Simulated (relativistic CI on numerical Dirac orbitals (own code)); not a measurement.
Method of calculation: Dirac-Coulomb-Breit CI, separate exchange-only KLI orbitals for each configuration, model QED (radiative potential, 1s self-energy scaled to tabulated hydrogen-like ionisation energies), unscaled Slater integrals (own radial code, finite nucleus).

The strongest absorption lines from the ground level of an ion, among the configurations computed and to levels below about 804 eV (vacuum wavelength in nm, gf): 1.7378 (0.38), 1.8086 (0.36), 1.8110 (0.85), 1.8184 (1.4), 1.8223 (0.49), 1.8243 (2), 1.8258 (3.5), 1.8683 (1.1).

(1) Which ion is it?
A. Sc13+
B. V15+
C. V17+
D. Co19+

Answers

(1) B. V15+ has 8 electrons and the ground level 2s2.2p4 3P_2; the strongest line goes to 2s2.2p3.3d 3D°_3. The pattern of lines fixes the number of electrons, and along that sequence the line energies rise steadily with the charge (about as its square where n changes within one kind of shell, about linearly where n is kept but much faster in heavy ions where fine structure, which grows about as Z⁴, sets the gap, and irregularly where shells cross), which fixes Z. Configurations outside the model, such as inner-shell arrays, can give stronger lines. At this charge energies of transitions that change n are usually good to better than 1 %, and those within a shell (Δn = 0) to a few per cent.

LS names give the leading component of a level, which can be under half, so a name can repeat, a term be missing and a line seem to break the LS rules.
